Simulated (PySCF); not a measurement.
## Bromine: a sound run and one with changed settings

Sound run: Br⁺ [Ar] 3d10 4s2 4p4, Br²⁺ [Ar] 3d10 4s2 4p3. All numbers are calculated (PySCF 2.14, scalar relativity by spin-free X2C-1e, in aug-cc-pVDZ-DK (6s5p3d, 36 functions)). In the sound run the correlated levels freeze [Ar] 3d10. The sound run starts from symmetry-adapted Hartree-Fock orbitals and uses a fine grid where one is needed.

Changed run: all electrons correlated in a basis built for the valence shell.

```
species  method  sound run (hartree)  changed run (hartree)  converged
    Br⁺     MP2          -2603.97774            -2604.00293        yes
   Br²⁺     MP2          -2603.21907            -2603.24283        yes
```

Ionisation energy of Br⁺:

| method | sound run (eV) | changed run (eV) |
| --- | --- | --- |
| UHF | 20.194 | 20.194 |
| MP2 | 20.644 | 20.683 |
| SCS-MP2 | 20.657 | 20.680 |

A valence basis has no tight correlating functions, so it recovers only part of the core correlation, and not evenly between atom and ion.

For comparison, NIST gives 21.591 eV between the lowest levels.
